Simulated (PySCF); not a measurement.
Species: C₃H₁₀O₂Si.
Atom-mapped SMILES: `[CH3:1][O:2][SiH:3]([CH3:4])[O:5][CH3:6]` (hydrogens: H7, H8, H9 on C1; H10 on Si3; H11, H12, H13 on C4; H14, H15, H16 on C6)

Computed with PySCF at PBE0/def2-SVPD, non-relativistic, on one gas-phase PBE0-D3(BJ)/def2-SVP geometry that isn't relaxed in the solvent. The solvent is an IEF-PCM continuum (van der Waals radii × 1.2), and excitations are vertical TDDFT with non-equilibrium linear response and a frozen core. Specific hydrogen bonds and non-electrostatic terms are outside this model.

Gas-phase singlets (H = HOMO, L = LUMO):

```csv
state,E (eV),λ (nm),f,leading configurations
S1,7.502,165,0.001,H→L 90%
S2,7.674,162,0.001,"H-1→L 79%, H→L+1 8%"
S3,7.799,159,0.005,H-2→L 90%
S4,7.941,156,0.005,H→L+1 76%
S5,8.114,153,0.003,"H-1→L+1 31%, H-2→L+1 22%"
```

Give the list for cyclohexane (ε = 2.017), n² = 2.04.

```json
{"state": "S1", "E (eV)": "7.523", "λ (nm)": "165", "f": "0.001", "leading configurations": "H→L 90%", "change by rank (eV)": "+0.021"}
{"state": "S2", "E (eV)": "7.687", "λ (nm)": "161", "f": "0.002", "leading configurations": "H-1→L 78%", "change by rank (eV)": "+0.013"}
{"state": "S3", "E (eV)": "7.826", "λ (nm)": "158", "f": "0.006", "leading configurations": "H-2→L 88%", "change by rank (eV)": "+0.027"}
{"state": "S4", "E (eV)": "7.971", "λ (nm)": "156", "f": "0.008", "leading configurations": "H→L+1 72%, H→L+2 13%", "change by rank (eV)": "+0.030"}
{"state": "S5", "E (eV)": "8.128", "λ (nm)": "153", "f": "0.034", "leading configurations": "H→L+2 64%, H→L+1 12%", "change by rank (eV)": "+0.014"}
```

Give the list for dimethylsulfoxide (ε = 46.83), n² = 2.19.

| state | E (eV) | λ (nm) | f | leading configurations | change by rank (eV) |
| --- | --- | --- | --- | --- | --- |
| S1 | 7.563 | 164 | 0.001 | H→L 89% | +0.061 |
| S2 | 7.718 | 161 | 0.002 | H-1→L 78%, H→L+2 11% | +0.044 |
| S3 | 7.869 | 158 | 0.004 | H-2→L 87% | +0.070 |
| S4 | 8.021 | 155 | 0.009 | H→L+1 59%, H→L+2 28% | +0.080 |
| S5 | 8.136 | 152 | 0.047 | H→L+2 52%, H→L+1 26% | +0.022 |

The ground-state energy changes by -0.156 eV from gas to dimethylsulfoxide. By how much does the total energy of gas-phase S1 change?

E(S1) = E(S0) + excitation energy, so it changes by -0.156 + 0.061 = -0.095 eV: it is lowered less than the ground state, which is what a blue shift means. This is the vertical state, with the slow part of the continuum still set for S0.

How do the frontier levels move from gas to dimethylsulfoxide?

```csv
orbital,gas (eV),solvent (eV),change (eV),"Löwdin shares, gas","Löwdin shares, solvent"
LUMO+2,1.35,1.27,-0.08,"Si3 20 %, O5 15 %, O2 15 %, H10 13 %","O5 21 %, Si3 20 %, O2 15 %, H10 13 %"
LUMO+1,0.97,1.10,+0.13,"C1 17 %, C4 12 %, Si3 8 %, O5 8 %","C4 15 %, C1 12 %, Si3 11 %, O5 10 %"
LUMO,0.60,0.68,+0.08,"Si3 17 %, C6 15 %, C4 10 %, C1 8 %","Si3 20 %, C6 13 %, C1 11 %, C4 8 %"
HOMO,-8.06,-8.09,-0.03,"O5 32 %, O2 28 %, C6 7 %, C1 6 %","O5 34 %, O2 22 %, C6 8 %, C4 7 %"
HOMO-1,-8.27,-8.29,-0.02,"O2 29 %, O5 28 %, C1 8 %, C6 7 %","O2 33 %, O5 24 %, C1 10 %, C6 6 %"
HOMO-2,-8.32,-8.36,-0.04,"O2 27 %, O5 23 %, Si3 11 %, H10 8 %","O2 27 %, O5 23 %, Si3 10 %, H10 8 %"
HOMO-3,-9.27,-9.28,-0.01,"O2 25 %, O5 21 %, C1 13 %, C6 10 %","O2 24 %, O5 19 %, C1 14 %, C6 10 %"
```

The HOMO–LUMO gap goes from 8.66 to 8.77 eV.

Conformer computed: `[CH3:1][O:2][SiH:3]([CH3:4])[O:5][CH3:6]`: C1–O2–Si3–C4 -179°, O2–Si3–O5–C6 64°.
